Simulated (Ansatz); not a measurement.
Consider the formal exchange of groups at a Te–C bond: `C=C(Cl)[TeH]` + GeH₄ → `[GeH3][TeH]` + `C=CCl`.

Calculated with Ansatz (gas phase, PBE0-D4/def2-TZVP geometries, no zero-point term in ΔE). CCSD(T)/CBS is the MP2 limit (def2-TZVPP, def2-QZVPP) plus CCSD(T) − MP2 in def2-TZVPP, frozen cores. This one scheme is used for every species. Functionals use def2-TZVPP. HSE06 is defined as in plane-wave codes. def2 core potentials past Kr. For Ge, Te outer-core shells are correlated without core-valence functions, which leaves a few kJ/mol of doubt a bond. Scalar relativity is left out up to krypton.

| level | ΔE (kJ/mol) | difference from CCSD(T)/CBS |
| --- | --- | --- |
| revPBE-D4 | -94.7 | 5.0 |
| B97M-V | -93.6 | 6.1 |
| PBE0-D4 | -106.9 | -7.2 |
| r2SCANh-D4 | -106.3 | -6.6 |
| HSE06-D4 | -107.2 | -7.5 |
| BHLYP-D4 | -110.1 | -10.4 |
| CAM-B3LYP-D4 | -102.8 | -3.1 |
| revPBE | -105.3 | -5.6 |
| CAM-B3LYP | -106.1 | -6.4 |
| LC-ωPBE | -106.2 | -6.5 |
| RPA@PBE/def2-TZVPP | -92.2 | 7.5 |
| HF/def2-SVP | -127.4 | -27.7 |
| HF/def2-TZVPP | -123.2 | -23.5 |
| CCSD/def2-TZVPP | -103.1 | -3.4 |
| HF/CBS(def2) | -122.0 | -22.3 |
| CCSD/CBS(def2) | -104.4 | -4.7 |
| CCSD(T)/CBS | -99.7 | 0 |

Largest T1 diagnostic among the species: 0.012.

From r2SCAN to r2SCAN0 (25 % exact exchange), in def2-TZVPP and without D4, ΔE moves by −6.8 kJ/mol. The D4 term adds +6.4 kJ/mol with B3LYP and +3.2 kJ/mol with PBE0; it sums over pairs of atoms, weighted by their polarisabilities, and B3LYP, whose exchange is more repulsive, gets the larger term. In def2-TZVPP, CCSD(T) changes the Hartree–Fock value by +24.8 kJ/mol (the triples alone add +4.7 kJ/mol) and MP2 by +26.8 kJ/mol.

B3LYP here is the variant with VWN-RPA as its local correlation; programs differ in this.
